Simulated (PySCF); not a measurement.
C7H9BrSi.
Atom-mapped SMILES: `[SiH3:1][CH2:2][c:3]1[cH:4][cH:5][c:6]([Br:7])[cH:8][cH:9]1` (hydrogens: H10, H11, H12 on Si1; H13, H14 on C2; H15 on C4; H16 on C5; H17 on C8; H18 on C9)

Geometry (PBE0-D3(BJ)/def2-SVP, Å), atoms numbered from 1 in this order:
```xyz
18
C7H9BrSi angstrom
Si    -3.483   -0.420   -0.248
C     -2.152   -1.109   -1.410
C     -0.773   -0.736   -0.954
C     -0.172    0.458   -1.375
C      1.092    0.832   -0.928
C      1.775    0.004   -0.039
Br     3.491    0.498    0.571
C      1.202   -1.188    0.400
C     -0.063   -1.546   -0.058
H     -4.845   -0.809   -0.729
H     -3.389    1.070   -0.203
H     -3.280   -0.963    1.130
H     -2.271   -2.204   -1.455
H     -2.351   -0.724   -2.423
H     -0.703    1.112   -2.072
H      1.547    1.762   -1.270
H      1.743   -1.833    1.094
H     -0.508   -2.482    0.290
```

The calculation used PBE0-D3(BJ)/def2-SVP geometry optimisation, gas phase (PySCF 2.14.0).

Masses are those of the commonest isotopes; rigid-rotor values at the optimised geometry. The values belong to one conformer with, in the numbering `[SiH3:1][CH2:2][c:3]1[cH:4][cH:5][c:6]([Br:7])[cH:8][cH:9]1`, Si1–C2–C3–C4 -89°.

What are A, B and C (MHz)?

Ia = 144.69, Ib = 1486.50, Ic = 1527.67 u·Å²; 505379 MHz·u·Å²/I gives A = 3493, B = 340.0, C = 330.8 MHz.

What kind of rotor is it?

A near-prolate asymmetric top. Ray's parameter κ = (2B − A − C)/(A − C) = -0.994; −1 is the prolate and +1 the oblate limit.

Is it planar, by Δ = Ic − Ia − Ib?

Not planar: Δ = Ic − Ia − Ib = -103.52 u·Å². For a rigid frame Δ = −2 Σ m c², so Σ m c² = 51.76 u·Å² lies off the ab plane: 10.20 from hydrogen and 41.56 from heavier atoms. The atom farthest from that plane is 1.60 Å away.

Which lines would a microwave search look for?

The dipole components are |μa| = 1.74 D, |μb| = 0.00 D, |μc| = 0.76 D; the mirror of this Cs structure is the ac plane, so μb vanishes by symmetry and there are no b-type lines. The squared components, which scale the intensities, stand as 1.00 : 0.19 (a : c). Some lines, for components of 0.1 D or more:

```
type  branch         J(Ka,Kc)    MHz  lower level (cm⁻¹)
   a       R  2(1,2) ← 1(1,1)   1332               0.128
   a       R  2(1,1) ← 1(1,0)   1351               0.128
   a       R  3(1,3) ← 2(1,2)   1999               0.172
   a       R  3(2,2) ← 2(2,1)   2012               0.488
   a       R  4(2,3) ← 3(2,2)   2683               0.556
   a       R  4(3,2) ← 3(3,1)   2683               1.082
   c       Q  3(1,3) ← 3(0,3)   3130               0.134
   c       Q  2(1,2) ← 2(0,2)   3144               0.067
   a       R  5(0,5) ← 4(0,4)   3354               0.224
   a       R  5(2,4) ← 4(2,3)   3354               0.645
   a       R  5(4,2) ← 4(4,1)   3354               1.909
   a       R  5(3,2) ← 4(3,1)   3354               1.172
   a       R  5(2,3) ← 4(2,2)   3354               0.645
   a       R  5(1,4) ← 4(1,3)   3377               0.331
   c       Q  3(2,2) ← 3(1,2)   9445               0.240
   c       R  5(2,4) ← 4(1,4)  12872               0.328
   c       R  3(3,0) ← 2(2,0)  17799               0.488
   c       R  4(3,1) ← 3(2,1)  18470               0.556
   c       R  5(3,2) ← 4(2,2)  19141               0.645
   c       R  5(3,3) ← 4(2,3)  19141               0.645
   c       Q  4(4,1) ← 4(3,1)  22101               1.172
   c       R  4(4,1) ← 3(3,1)  24785               1.082
   c       Q  5(5,1) ← 5(4,1)  28416               2.021
```

Estimate the classical rotational partition function at 25 K, 50 K and 298.15 K.

Point group Cs, symmetry number σ = 1; q = (√π/σ)·√((kT/h)³/(ABC)), k/h = 20836.6 MHz/K: 33600 at 25 K, 95100 at 50 K, 1380000 at 298.15 K.

No PBE0-D3(BJ)/def2-SVP frequencies stand behind this structure, so it isn't proved a minimum. These are rigid-rotor constants of the computed structure; measured ground-state constants (B0) also hold zero-point vibration. A rigid rotor knows nothing of internal rotation, which can split or shift real lines. Quadrupole hyperfine structure (79Br) is left out.

Cost: about 4 min of CPU time on one thread; the machine was shared, so the figure is rough. This is the geometry optimisation.
